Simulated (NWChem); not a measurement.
**Basis-set convergence for H₃BS₂**

SMILES: SBS
```xyz
6

B      0.0000     0.0000     0.6966
H      0.0000     0.0000     1.8997
S     -1.5414     0.0000    -0.2215
H     -2.3565     0.0000     0.8533
S      1.5414     0.0000    -0.2215
H      2.3565     0.0000     0.8533
```
Charge 0, spin multiplicity 1.

All runs are NWChem calculations. The geometry was optimised at PBE0/def2-SVP, a minimum by its harmonic frequencies. It is one conformer; others weren't searched.

Quantity: LUMO energy at the level B3LYP.

B3LYP has NWChem's definition, with VWN1-RPA local correlation. The Pople sets run with spherical d functions. The structure started from a generated list of species.

```csv
basis,functions,LUMO energy (eV)
STO-3G,26,…
3-21G,41,-1.06
6-31G*,56,-0.86
cc-pVDZ,65,-0.85
def2-SVP,65,…
6-31+G*,68,-1.10
6-311++G**,103,-1.15
aug-pcseg-1,104,…
aug-cc-pVDZ,104,-1.15
def2-TZVPP,157,-1.11
```

**Question.** Complete the blanks.

**Answer.** 
- STO-3G, LUMO energy (eV): 2.92
- def2-SVP, LUMO energy (eV): -0.78
- aug-pcseg-1, LUMO energy (eV): -1.17
